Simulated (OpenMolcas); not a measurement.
An OpenMolcas run meant for Pb²⁺ (ANO-RCC-VQZP, DKH2; inactive shells 1s 2s 2p 3s 3p 3d 4s 4p 4d 4f 5s 5p 5d; intended active space 2 electrons in 4 orbitals (6s 6p)). One step of its input:

```
&CASPT2
Multistate=3 1 2 3
Frozen=15 19
IPEA=0.25
Shift=5.0
MaxIter=60
WThr=0.0 0.3 0.05
PrWF=0.5
NoMix
```

The run finished. Its levels beside those of a sound run (MS-CASPT2, IPEA 0.25 Eh, imaginary shift 0.1 Eh (closed shells correlated: 5d)), in cm⁻¹ above each run's lowest level:

```
     Level  This run  Usual run
   6s² ¹S₀       0.0        0.0
6s 6p ³P°₀     60291      62887
6s 6p ³P°₁     64025      66385
6s 6p ³P°₂     75020      77616
6s 6p ¹P°₁     95845      93320
   6p² ³P₀    146414     147401
   6p² ³P₁    155710     157368
   6p² ¹S₀    187866     185255
```

Task: Which setting is unsound, and how much does it matter here?

Result: The level shift is far above the usual 0.1 to 0.3 hartree and damps the second-order energy. Against the sound run the excited levels shown move by 2200 cm-1 on average and by 2600 cm-1 at most.

Over all roots computed the reference weight is 0.86 to 0.93 in the sound run; the roots of lowest weight are the least certain, and an intruder state may touch them. The ¹D term of p² mixes with s d, which this space lacks. Spin-orbit splittings of 6p shells tend to come out small when the coupling is added on scalar orbitals. Only configurations of the active space appear.

° marks odd parity.
